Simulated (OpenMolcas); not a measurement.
# 5s² 5p³ along the 51-electron sequence

| Item | Value |
| --- | --- |
| Program | OpenMolcas 26.06 |
| Method | CASSCF |
| Basis | ANO-RCC-VQZP |
| Scalar Hamiltonian | DKH2, point nucleus |
| Spin-orbit coupling | RASSI with atomic mean-field integrals over the reference wave functions, term energies averaged over their components |

Active space for each ion: 3 electrons in 3 orbitals (5p).

Computed levels in cm-1 above ⁴S°_3/2:

```tsv
Level	Sb	Te+	I2+	Xe3+
²D°_3/2	12480	14465	16022	17469
²D°_5/2	13419	16163	18659	21262
²P°_1/2	21952	26339	30171	33988
²P°_3/2	23253	28755	34053	39826
weight of ⁴S° in the lowest level (%)	98	97	95	93
```

Measured, with the error of the calculation in %. Measured levels: Sb, Te+ from NIST Handbook of Basic Atomic Spectroscopic Data; Xe3+ from Saloman, J. Phys. Chem. Ref. Data 33, 765 (2004).

| Level | Sb | Te+ | Xe3+ |
| --- | --- | --- | --- |
| ²D°_3/2 | 8512 (+46.6) | 10222 (+41.5) | 13267 (+31.7) |
| ²D°_5/2 | 9854 (+36.2) | 12422 (+30.1) | 17511 (+21.4) |
| ²P°_1/2 | 16395 (+33.9) | 20547 (+28.2) | 28036 (+21.2) |
| ²P°_3/2 | 18464 (+25.9) | 24032 (+19.7) | 35650 (+11.7) |

²D°_3/2 changes by a factor of 1.4 over the same range, with steps per unit of Z of +1980, +1560, +1450 cm-1.

With the s shell closed, the reference lacks s² → p² mixing. Computed and measured levels are paired by configuration, term and J; levels that our copy of the source lacks, or whose pairing is in doubt (as where it misses far off the trend of its configuration), stay unpaired and out of the deviations. Levels of configurations outside the active space are missing.

° marks odd parity.
